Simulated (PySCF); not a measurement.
Cd(I)2, SMILES [I][Cd][I] (B3LYP/def2-SVP optimised geometry):

```
3

Cd     0.000    -0.013     0.000
I      2.618    -0.013     0.000
I     -2.618     0.013    -0.007
```

Computed with B3LYP/def2-TZVP, def2 effective core potentials past Kr in PySCF 2.14.0.

### Question
What are the frontier orbital energies and the dipole moment?

### Answer
HOMO-2 -7.74 eV, HOMO-1 -7.46 eV, HOMO -7.46 eV, LUMO -2.80 eV, LUMO+1 -1.19 eV; dipole moment 0.03 D.
